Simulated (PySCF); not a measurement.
Match the calculated data to a structure.

All candidates are C6H18N2Si.

| technique | computed result |
| --- | --- |
| 13C NMR | chemical shifts (computed TMS as zero) by class: 52.9 (1 C), 39.7 (2 C), 31.8 (1 C), 23.2 (1 C), 12.7 (1 C) ppm [GIAO PBE/pcSseg-1] |
| UV, first state | lowest singlet excitation: 5.94 eV (209 nm, f = 0.016) [TDDFT CAM-B3LYP/def2-SVPD] |
| UV, strongest line | among the 10 lowest singlet transitions: S4 at 6.60 eV (188 nm, f = 0.064) [TDDFT CAM-B3LYP/def2-SVPD] |
| Rotational structure | rotational constants A, B, C: 2.253, 0.748, 0.676 GHz [PBE0-D3(BJ)/def2-SVP] |
| Dipole | 0.72 D [CAM-B3LYP/def2-SVPD] |
| NMR, other nuclei | isotropic shieldings of nuclei other than C and H, by class: 221 (1 N), 226 (1 N), 356 (1 Si) ppm [GIAO PBE/pcSseg-1] |
| Triplet | lowest triplet excitation (Tamm–Dancoff): 5.81 eV [TDA CAM-B3LYP/def2-SVPD] |
| Polarisability | 117.6 au [CAM-B3LYP/def2-SVPD] |
| Valence photoelectron | vertical ionisation energy: 8.08 eV [ΔSCF CAM-B3LYP/def2-SVPD] |

The electronic properties come from PySCF, for the isolated species, density fitting. Levels stand in brackets. Geometry: PBE0-D3(BJ)/def2-SVP, one conformer, isolated molecule. NMR classes are plain means over equivalent atoms (diastereotopic ones count apart unless rotation or inversion swaps them), as if these changed places fast.

Question: Which candidate is it?
A. `[H][Si]([H])(N(C)CC)N(C)CC`
B. `[H][Si]([H])(NC(C)C)NC(C)C`
C. `CCCN(C)[SiH2]N(C)C`

Answer: C. It is `CCCN(C)[SiH2]N(C)C`. Numbering: `[CH3:1][CH2:2][CH2:3][N:4]([CH3:5])[SiH2:6][N:7]([CH3:8])[CH3:9]`. Its formula, C6H18N2Si, gives 0 degrees of unsaturation, so no ring and no π bond. 6 carbons fall into 5 classes; from least to most shielded: sp3 carbon bound to nitrogen [C3] (52.9 ppm), N-methyl carbon [C8/C9] (39.7 ppm, 2 C, up to 2.8 ppm apart in this geometry), N-methyl carbon [C5] (31.8 ppm), chain CH2 carbon [C2] (23.2 ppm), methyl carbon [C1] (12.7 ppm). The other shieldings belong to: 221 ppm, silicon-bound nitrogen [N4]; 226 ppm, silicon-bound nitrogen [N7]; 356 ppm, SiH2 silicon [Si6]. The first electron is taken from the HOMO, whose largest Löwdin shares are 0.27 on each of 2 atoms of one kind (silicon-bound nitrogen), 0.07 on the SiH2 silicon and 0.05 on an N-methyl carbon. The optimised geometry has point group C1 and is an asymmetric top.

The others, at the same levels:
- `[H][Si]([H])(NC(C)C)NC(C)C` fails: its computed lowest singlet excitation is 6.15 eV (202 nm, f = 0.001) (against 5.94 eV), strongest line among the 10 lowest singlet transitions is S7 at 7.26 eV (171 nm, f = 0.030) (against S4 at 6.60 eV) and rotational constant A is 3.242 GHz (against 2.253 GHz).
- `[H][Si]([H])(N(C)CC)N(C)CC` fails: its computed strongest line among the 10 lowest singlet transitions is S7 at 6.99 eV (177 nm, f = 0.044) (against S4 at 6.60 eV), rotational constant A is 3.020 GHz (against 2.253 GHz) and smallest rotational constant is 0.592 GHz (against 0.676 GHz).

Each candidate is one conformer, not necessarily the lowest. The conformers computed, where there is a choice (atom-mapped SMILES and torsion angles):
- `[CH3:1][CH2:2][CH2:3][N:4]([CH3:5])[SiH2:6][N:7]([CH3:8])[CH3:9]`: C1–C2–C3–N4 56°, C2–C3–N4–C5 63°, C3–N4–Si6–N7 147°, N4–Si6–N7–C8 -53°
